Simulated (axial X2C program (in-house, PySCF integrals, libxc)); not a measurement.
**A run on RuH⁻ without results**

A two-component calculation with an in-house all-electron X2C program for linear molecules (integrals from PySCF).

Input and command:
```json
{"zs": [44, 1], "q": -1, "bas": ["dyall-acv3z", "dyall-av3z"], "r0": 1.57, "eom": "ee", "thr": -2.0, "nmax": 88}
```
```bash
python soeom.py task.json out
```

Keys: zs atomic numbers; q charge; bas basis sets; r0 starting distance in Å; eom kind of EOM run; thr threshold in hartree for freezing inner shells (an s shell follows its p shell); nmax most natural virtual spinors.

Outcome:

The PBE0 distance search ended without bracketing a minimum (an unconverged step or the end of its range); this says nothing on whether the molecule is bound.
